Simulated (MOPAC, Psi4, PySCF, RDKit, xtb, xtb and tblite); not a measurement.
Two geometries of SMILES c1ccc(Oc2ccccc2)cc1, singlet, relaxed at GFN2-xTB with one dihedral held; other torsions can differ between them too.

Structure A

```
23

C     -3.5713     0.4572     0.9779
C     -2.3853     1.0862     1.3188
C     -1.2285     0.8280     0.6073
C     -1.2564    -0.0784    -0.4472
O     -0.1459    -0.2954    -1.2318
C      1.0050    -0.7559    -0.6539
C      1.0498    -1.3560     0.5993
C      2.2546    -1.8265     1.0907
C      3.4143    -1.7086     0.3454
C      3.3653    -1.1187    -0.9075
C      2.1702    -0.6423    -1.4084
C     -2.4469    -0.7022    -0.7981
C     -3.5997    -0.4319    -0.0830
H     -4.4722     0.6637     1.5357
H     -2.3606     1.7884     2.1390
H     -0.2995     1.3170     0.8629
H      0.1452    -1.4602     1.1811
H      2.2813    -2.2923     2.0648
H      4.3505    -2.0770     0.7364
H      4.2649    -1.0257    -1.4976
H      2.1138    -0.1808    -2.3819
H     -2.4531    -1.3896    -1.6299
H     -4.5233    -0.9205    -0.3555
```

Structure B

```
23

C      3.6687     0.6867     0.7567
C      2.4992     0.8221     1.4879
C      1.2922     0.4216     0.9523
C      1.2435    -0.1375    -0.3237
O     -0.0027    -0.4699    -0.7773
C     -0.1758    -1.0293    -2.0226
C      0.4235    -2.2334    -2.3772
C      0.1591    -2.7917    -3.6144
C     -0.7054    -2.1641    -4.4956
C     -1.3146    -0.9748    -4.1330
C     -1.0524    -0.4042    -2.9009
C      2.4117    -0.2488    -1.0687
C      3.6156     0.1581    -0.5202
H      4.6124     0.9996     1.1767
H      2.5266     1.2479     2.4799
H      0.3719     0.5220     1.5063
H      1.0826    -2.7282    -1.6787
H      0.6274    -3.7258    -3.8876
H     -0.9081    -2.6048    -5.4600
H     -1.9954    -0.4856    -4.8136
H     -1.5202     0.5214    -2.6027
H      2.3821    -0.6370    -2.0761
H      4.5187     0.0640    -1.1054
```

### Question
Which is lower in energy at the level Psi4 with PBE0-D3(BJ)/def2-SVP // GFN2-xTB, and by how much?

### Answer
A is lower, by 0.69 kcal/mol (dihedral C3–C4–O5–C6: 60° in A, 180° in B).

E(B) − E(A) in kcal/mol at the other levels, on the same two geometries: GFN2-xTB (xtb and tblite) 0.43; MMFF94 // GFN2-xTB (RDKit) 1.44; PBE0/def2-SVP // GFN2-xTB (Psi4) 0.65; PBE/def2-SVP // GFN2-xTB (Psi4) 0.59; PBE-D3(BJ)/def2-SVP // GFN2-xTB (Psi4) 0.62; UFF // GFN2-xTB (RDKit) 0.50; PM3, restricted, heats of formation // GFN2-xTB (MOPAC) 0.40; PM6, restricted, heats of formation // GFN2-xTB (MOPAC) 0.24; GFN1-xTB // GFN2-xTB (xtb) 0.29; restricted B3LYP/6-31G*, spherical d, density fitting // GFN2-xTB (PySCF) 0.61; restricted Hartree-Fock/STO-3G // GFN2-xTB (PySCF) 0.94; restricted B3LYP/3-21G, density fitting // GFN2-xTB (PySCF) 0.47; restricted Hartree-Fock/6-31G*, spherical d, density fitting // GFN2-xTB (PySCF) 0.84.
